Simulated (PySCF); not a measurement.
Sn(H)(F)2(OMe) (CH4F2OSn), SMILES C[O][SnH]([F])[F]. Geometry optimised at B3LYP-D3(BJ)/def2-SVP. The structure was generated by enumeration; whether it is a known compound was not checked. The def2 effective core potentials stand for the cores of Sn; spin–orbit coupling is left out. One conformer was computed; it need not be the lowest.

Computed equilibrium geometry at B3LYP-D3(BJ)/def2-SVP (PySCF confirms it by a frequency run) as a Z-matrix, and its point group (one conformer of several):
point group Cs.
```
O
C 1 1.4198
H 2 1.1019 1 107.58
H 2 1.1051 3 108.14 1 121.43
H 2 1.1051 3 108.14 4 117.14
Sn 1 1.9640 2 120.93 3 180.00
F 6 1.9361 1 107.56 2 54.96
F 6 1.9361 7 102.63 1 113.28
H 6 1.6969 7 112.37 8 120.94
```
Charge 0, spin multiplicity 1.
